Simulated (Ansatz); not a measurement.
Consider the isomerisation: `NCOC[SiH3]` → `C[Si](C)(N)O`.

Computed with Ansatz on PBE0-D4/def2-TZVP structures; ΔE is electronic, products minus reactants. CCSD(T)/CBS is the MP2 limit (def2-TZVPP, def2-QZVPP) plus CCSD(T) − MP2 in def2-TZVPP, frozen cores. Functionals use def2-TZVPP. B3LYP here is the variant with VWN-RPA as its local correlation; programs differ in this. One conformer a species, not always the lowest.

```tsv
level	ΔE (kJ/mol)	difference from CCSD(T)/CBS
r2SCAN-D4	-410.3	3.2
ωB97M-V	-407.9	5.6
B2PLYP	-404.4	9.1
B3LYP	-392.5	21.0
HF/def2-TZVPP	-397.5	16.0
MP2/def2-TZVPP	-423.4	-9.9
SCS-MP2/def2-TZVPP	-408.4	5.1
CCSD/def2-TZVPP	-405.4	8.1
CCSD(T)/def2-TZVPP	-403.8	9.7
SCS-MP2/def2-QZVPP	-415.0	-1.5
CCSD(T)/CBS	-413.5	0
```

Largest T1 diagnostic among the species: 0.011.

The D4 term adds −5.2 kJ/mol with B3LYP and −2.7 kJ/mol with PBE0; it sums over pairs of atoms, weighted by their polarisabilities, and B3LYP, whose exchange is more repulsive, gets the larger term. In def2-TZVPP, CCSD(T) changes the Hartree–Fock value by −6.3 kJ/mol (the triples alone add +1.6 kJ/mol) and MP2 by −25.9 kJ/mol.
